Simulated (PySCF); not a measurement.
C3H4ClF, SMILES C(/Cl)(=C\C)F.

Geometry: B3LYP-D3(BJ)/def2-SVP.

All values below come from PySCF with SMD-M06-2X/def2-SVP.

Solvation free energies are E(SMD) − E(gas) at the gas-phase geometry, for 1 M in both phases. In vacuum the dipole moment is 1.73 D.

```
solvent          ΔG(solv) (kcal/mol)  its non-electrostatic (CDS) part  dipole (D)
---------------  -------------------  --------------------------------  ----------
water                            1.3                               3.4        2.32
diethylether                    -2.8                              -1.3        2.14
tetrahydrofuran                  [?]                               [?]         [?]
```

### Question
Complete the blanks. (An estimate is asked for; the answer gives what the named calculation found.)

### Answer

- tetrahydrofuran, ΔG(solv) (kcal/mol): -2.3
- tetrahydrofuran, its non-electrostatic (CDS) part: -0.6
- tetrahydrofuran, dipole (D): 2.22
